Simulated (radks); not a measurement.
Results of a calculation; reference values are marked as such.
Problem. Coherent X-ray form factor from a spherical all-electron density. Level of theory: non-relativistic Kohn-Sham, r2SCAN, spin-polarised, spherical densities, point nucleus; meta-GGA in the generalised Kohn-Sham scheme (a radial shooting solver on a logarithmic mesh with Libxc functionals).

sin(theta)/lambda (1/angstrom)  f0 (electrons)
0.05                                     9.947
0.1                                      9.789
0.15                                     9.535
0.2                                      9.196
0.25                                     8.786
0.3                                      8.322
0.4                                      7.300
0.5                                      6.253
0.6                                      5.275
0.8                                      3.703
1                                        2.679
1.25                                     1.963
1.5                                      1.599
2                                        1.261

The species is in the configuration that NIST lists as its ground one. Which atom or ion scatters so?

Solution. The silicon ion Si4+, [Ne]. Extrapolating in s^2 from the first two rows gives f0(0) = 10.0, near the electron count 10; among species with that count, the fall with angle is slower the higher Z, and the table is that of Z = 14; from so few rows the species is fixed only to a neighbour or two.
